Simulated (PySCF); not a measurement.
Cl3In (SMILES [Cl][In]([Cl])[Cl]), singlet, at a GFN2-xTB geometry (such geometries of metal compounds can be far from the true shape) (all electrons, no relativity). Base run: PySCF with R2SCAN/STO-3G.

Here is a job for PySCF.
```python
from pyscf import gto, scf, dft

mol = gto.M(
    atom='''
In   -0.00000000   -0.00000000    0.00000000
Cl    2.24449596   -0.20389963   -0.44000345
Cl   -0.90325628   -1.01151285    1.85308124
Cl   -1.34123968    1.21541248   -1.41307779
''',
    basis='sto-3g',
    verbose=4,
)

mf = dft.RKS(mol)
mf.xc = 'r2scan'
mf.kernel()
mf.analyze()
```

Each row names what was changed in the base input (with any setting that the change needs).

| change | ΔE vs base (mEh) | SCF cycles |
|---|---|---|
| base | 0.000 | 7 |
| init_guess = mod_huckel | 0.000 | 8 |
| level_shift = 0.3 (with mf.max_cycle = 100) | 0.000 | 14 |
| diis_space = 4 | 0.000 | 7 |
| conv_tol = 1e-11 | 0.000 | 7 |
| init_guess = atom | 0.000 | 7 |
| level_shift = 0.1 (with mf.max_cycle = 100) | 0.000 | 8 |
| DIIS = ADIIS | 0.000 | 9 |
| init_guess = huckel | 0.000 | 8 |
| level_shift = 1.0 (with mf.max_cycle = 100) | 0.000 | 36 |
| conv_tol = 1e-12 | 0.000 | 11 |
| conv_tol = 1e-4 | 0.000 | 5 |
| solver = newton; init_guess = 1e | 0.000 | - |
